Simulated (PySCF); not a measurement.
Computed shifts of a molecule C7H8, PBE0/pcSseg-1 in PySCF, GIAO, gas phase, equivalent atoms averaged, in ppm (number of nuclei): ¹³C: 37.5 (1), 27.5 (2), 19.4 (4). ¹H: 2.33 (2), 1.75 (4), 1.47 (2). References: ¹³C against TMS (σ = 186.3 ppm); ¹H against TMS (σ = 31.56 ppm), references at their B3LYP-D3(BJ)/def2-TZVP geometries, non-relativistic. Geometry optimised at r2SCAN-D4/def2-SVP. The values are those of a single conformer.

### Question
Which structure fits?
A) C=C=CC1=CCC1
B) C#CC(=C)C(=C)C
C) C#CC1(C=C)CC1
D) C1C2C3C2C2C1C32

### Answer
D, C1C2C3C2C2C1C32
